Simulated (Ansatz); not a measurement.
Ideal-gas functions of CH3ClFNSi2, SMILES `N#C[SiH](Cl)[SiH2]F` at 298.15 K and 1 bar, from an Ansatz frequency run at PBE0-D4/def2-TZVP.

Molar mass 139.67 g/mol, point group C1 (symmetry number 1), electronic degeneracy 1, moments of inertia 239.301, 401.534, 595.078 u Å². Harmonic wavenumbers (cm⁻¹, unscaled): 42, 66, 108, 134, 196, 316, 349, 417, 515, 570, 620, 719, 739, 781, 853, 900, 937, 2240, 2255, 2261, 2327.

Use S(trans) = R[1.5 ln M + 2.5 ln T − 1.1517]; rotational temperatures θ = 24.2544 K / I; S(rot) = R[ln(√π/σ · √(T³/θAθBθC)) + 1.5]; for each mode x = 1.438777 ν̃/T, S = R[x/(eˣ − 1) − ln(1 − e⁻ˣ)] and H = RT x/(eˣ − 1); 1 cm⁻¹ = 0.0119627 kJ/mol; R = 8.31446 J/(mol·K).

Problem. By hand: the entropy, in J/(mol·K).

Solution. Translation 170.5. Rotation: θ = 0.1014, 0.0604, 0.0408 K, giving 122.8. Vibration, mode by mode: 21.60, 17.86, 13.83, 12.08, 9.08, 5.57, 4.90, 3.77, 2.60, 2.11, 1.74, 1.19, 1.10, 0.93, 0.70, 0.58, 0.50, 0.00, 0.00, 0.00, 0.00, in all 100.2. Electronic 0.0. Sum 393.5 J/(mol·K).

Problem. By hand: H − E and G − E in kJ/mol, counted from the electronic energy.

Solution. Zero-point energy ½ × 17345 × 0.0119627 = 103.7; thermal vibration 14.9; translation, rotation and pV give 4 RT = 9.9. H − E = 128.5 kJ/mol, and G − E = 128.5 − 298.15 × 393.5/1000 = 11.2 kJ/mol.

Vibration gives 25 % of the entropy, 65.4 J/(mol·K) of it from the modes under 150 cm⁻¹: soft modes count most, and the harmonic formula is weakest for them. The sum counts one conformer and one mirror image; others add a mixing term.
